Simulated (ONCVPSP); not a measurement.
**Te: excitation energies, all-electron against ONCV**

```
Element                 : tellurium
Generator               : ONCVPSP 4.0.1
Type                    : optimised norm-conserving Vanderbilt (ONCV)
Functional              : LDA (Perdew-Wang 92)
Relativity              : scalar-relativistic
Frozen core             : [Kr] 4d10
Valence charge          : 6
Reference configuration : 5s1 5p5
Partial waves           : 5s: rc 1.95 bohr, ncon 4, nbas 9, qcut 2.9 1/bohr, 2 projectors, debl 3.4 Ha; 5p: rc 2.00 bohr, ncon 4, nbas 8, qcut 3.4 1/bohr, 2 projectors, debl 2.7 Ha
Local potential         : polynomial inside 1.85 bohr (lpopt 5, dvloc0 0 Ha)
Core correction         : Teter function, fcfact 2, rcfact 1.5
```

Energies are relative to the spin-unpolarised reference configuration 5s1 5p5; without spin polarisation the order of configurations can differ from experiment.

```csv
valence configuration,charge,ΔE all-electron (eV),error AE − PS (meV)
5s2 5p4,0,-9.356,-9.3
5s2 5p3,+1,0.554,-13
5s2 5p2,+2,18.722,-33
```

Task: What are ΔE and the potential's error for 5s2 5p3.5?

Result: ΔE = -5.374 eV all-electron; the error (AE − PS) is -9.9 meV.

Levels in the configuration 5s2 5p3.5:

| level | all-electron (eV) | pseudo (eV) |
| --- | --- | --- |
| 5s | -19.405 | -19.387 |
| 5p | -9.868 | -9.869 |

Note: no bound ghost flagged; GHOST(+) flagged for s at 94.2 eV, p at 142.0 eV.
